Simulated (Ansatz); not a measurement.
One geometry of `C[O][Al]([OH])[O]C`, several functionals.

```yaml
crystal:
  periodic: [false, false, false]
  atoms:
    - {symbol: C, position_ang: [0.385855, -0.959190, 1.832406]}
    - {symbol: O, position_ang: [1.102810, -0.059250, 1.044734]}
    - {symbol: Al, position_ang: [0.909193, 0.787814, -0.393384]}
    - {symbol: O, position_ang: [2.138755, 1.830585, -0.891843]}
    - {symbol: O, position_ang: [-0.431667, 0.676962, -1.387544]}
    - {symbol: C, position_ang: [-1.638718, -0.011324, -1.476766]}
    - {symbol: H, position_ang: [0.867130, -1.943364, 1.822874]}
    - {symbol: H, position_ang: [-0.650049, -1.088092, 1.495269]}
    - {symbol: H, position_ang: [0.358496, -0.610000, 2.870065]}
    - {symbol: H, position_ang: [2.927572, 1.942777, -0.364241]}
    - {symbol: H, position_ang: [-1.736780, -0.800246, -0.720545]}
    - {symbol: H, position_ang: [-1.731184, -0.479684, -2.462397]}
    - {symbol: H, position_ang: [-2.481013, 0.678310, -1.353830]}
basis:
  gaussian: {orbitals: def2-TZVPP}
hamiltonian: {xc: {name: LC-wPBE}}
output: {orbitals: {seedname: orbitals}}
```

```sh
$ ansatz run in.yaml --threads 4 --pin off --events-out ev --progress --plain --max-ram 11315MiB
```

Shortened log:

```
Functional definition: LC-wPBE
  name "LC-wPBE"
  cite "Vydrov & Scuseria, J. Chem. Phys. 125, 234109 (2006) doi:10.1063/1.2409292"
  cite "Heyd & Scuseria, J. Chem. Phys. 120, 7274 (2004) doi:10.1063/1.1668634"
  cite "Ernzerhof & Perdew, J. Chem. Phys. 109, 3313 (1998) doi:10.1063/1.476928"
  cite "Perdew, Burke & Ernzerhof, Phys. Rev. Lett. 77, 3865 (1996) doi:10.1103/PhysRevLett.77.3865"
  parent pbe
  parameter omega = 0.4/bohr
  exchange = pbe_x_sr(omega) + exact_x_lr(omega)
  correlation = pbe_c
1495 factors; their error is unknown
495 factors; integrals over basis functions are off by at most 2.7e-5 eV
mean field evaluation 1: about -14916.3914 eV, gradient 8.0e1 eV
mean field evaluation 2: about -14915.5792 eV, gradient 8.7e1 eV
mean field evaluation 4: about -14926.8096 eV, gradient 2.0e0 eV
mean field evaluation 8: about -14926.8208 eV, gradient 7.4e-2 eV
mean field evaluation 16: about -14926.7933 eV, gradient 7.6e-5 eV
mean field -14926.79330161 eV, -548.5495360902 hartree, gradient 7.5e-5 eV, S^2 0.000000; 0 other end points of the search recorded, 0 dependent functions left out
reference -14926.79330162 eV, -548.5495360906 hartree; 28, 28 occupied and 267, 267 virtual orbitals, 1495 factors
Total energy: -14926.79330162 eV, -548.5495360906 hartree
```

It took 3.1 s on 4 threads of an Arm Neoverse V2 on a shared host, with 0.59 GiB of host memory at the peak.

Changing it to `hamiltonian: {xc: {name: BLYP}, dispersion: d4}` (abridged; 2.7 s):

```
Functional definition: BLYP
mean field evaluation 16: about -14931.9069 eV, gradient 6.2e-4 eV
mean field -14931.90685470 eV, -548.7374557002 hartree, gradient 4.2e-5 eV, S^2 0.000000
Total energy: -14932.40588454 eV, -548.7557947085 hartree
```

The same input with `hamiltonian: {xc: {name: wB97M-V}}` and forces (abridged; 13 s):

```
Functional definition: wB97M-V
mean field evaluation 16: about -14930.5026 eV, gradient 8.5e-5 eV
mean field -14930.50257187 eV, -548.6858492579 hartree, gradient 8.5e-5 eV, S^2 0.000000
Total energy: -14930.50263165 eV, -548.6858514548 hartree
Atom 0 force    -0.173199    -0.248446     0.231414 eV/Å
Atom 1 force     0.127742     0.126009    -0.089200 eV/Å
Atom 2 force     0.006178     0.008405    -0.006907 eV/Å
Atom 3 force     0.092069     0.044008     0.014800 eV/Å
Atom 4 force     0.169676     0.117161    -0.014501 eV/Å
Atom 5 force    -0.345968    -0.176506    -0.049935 eV/Å
Atom 6 force    -0.048201     0.093032     0.001391 eV/Å
Atom 7 force     0.088480     0.017944     0.021835 eV/Å
Atom 8 force     0.000218    -0.035582    -0.098248 eV/Å
Atom 9 force    -0.019618     0.010637    -0.033824 eV/Å
Atom 10 force     0.018072     0.068128    -0.060729 eV/Å
Atom 11 force     0.005786     0.042656     0.094516 eV/Å
Atom 12 force     0.078765    -0.067447    -0.010611 eV/Å
Dipole moment:    -0.152246    -0.292280     0.306762 e Å
```

With the line `hamiltonian: {xc: {name: r2SCANh}, dispersion: d4}` (abridged; 5.5 s):

```
Functional definition: r2SCANh
mean field evaluation 16: about -14928.3527 eV, gradient 4.4e-4 eV
mean field -14928.35265579 eV, -548.6068412994 hartree, gradient 3.7e-5 eV, S^2 0.000000
Total energy: -14928.41770475 eV, -548.6092318044 hartree
```

With the line `hamiltonian: {xc: {name: B97M-V}}` (abridged; 12 s):

```
Functional definition: B97M-V
mean field evaluation 16: about -14930.4048 eV, gradient 2.4e-3 eV
mean field -14930.40483742 eV, -548.6822575834 hartree, gradient 2.3e-5 eV, S^2 0.000000
Total energy: -14930.40491131 eV, -548.6822602988 hartree
```

With the line `hamiltonian: {xc: {name: wB97X-V}}` (abridged; 9 s):

```
Functional definition: wB97X-V
mean field evaluation 16: about -14930.1096 eV, gradient 7.7e-5 eV
mean field -14930.10961343 eV, -548.6714083019 hartree, gradient 7.7e-5 eV, S^2 0.000000
Total energy: -14930.10961097 eV, -548.6714082113 hartree
```
